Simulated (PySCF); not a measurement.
**Correlation energy of Ir⁺ (iridium, charge +1)**

[Xe] 4f14 5d7 6s1, high-spin 5F determinant. Computed with PySCF 2.14 in aug-cc-pVTZ-PP with ECP60MDF, with a scalar-relativistic core potential. Frozen: 5s2 5p6; 8 electrons correlated.

```tsv
level	correlation energy (mhartree)
CCSD	-186.70
(T)	-6.51
CCSD(T)	-193.21
```

Diagnostics: T1 = 0.0074, D1 = 0.0239, largest double amplitude 0.019.

Spin-orbit coupling, absent here, splits the open shell strongly.

Cost of the coupled-cluster step: about 40 core-seconds, for 8 correlated electrons.
